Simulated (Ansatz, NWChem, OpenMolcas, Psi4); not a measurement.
How basis sets differ on LiI (Lithium Iodide)

LiI: 2 atoms, total charge 0, spin state singlet. SMILES: `[Li][I]`. The bond length is the measured one.

| atom | x (Å) | y (Å) | z (Å) |
| --- | --- | --- | --- |
| Li | 0.0000 | 0.0000 | 0.0000 |
| I | 0.0000 | 0.0000 | 2.3919 |

Quantity: the HOMO–LUMO gap, in eV. The values are calculated.

```
                          level          kind     program  value (eV)
           HF/ANO-RCC-MB (DKH2)  Hartree–Fock  OpenMolcas        8.22
                      HF/STO-3G  Hartree–Fock  OpenMolcas        8.78
   HF/def2-SVP (core potential)  Hartree–Fock      Ansatz        8.40
                       HF/3-21G  Hartree–Fock      NWChem        8.24
HF/def2-TZVPPD (core potential)  Hartree–Fock        Psi4        8.32
```

All-electron rows without a relativistic Hamiltonian named are non-relativistic, while core potentials hold scalar relativity, so basis and relativity change together. The values span 8.22 to 8.78 eV. A Hartree–Fock LUMO above zero doesn't converge with the basis: it sinks as sets grow more diffuse. Orbital gaps aren't excitation energies.
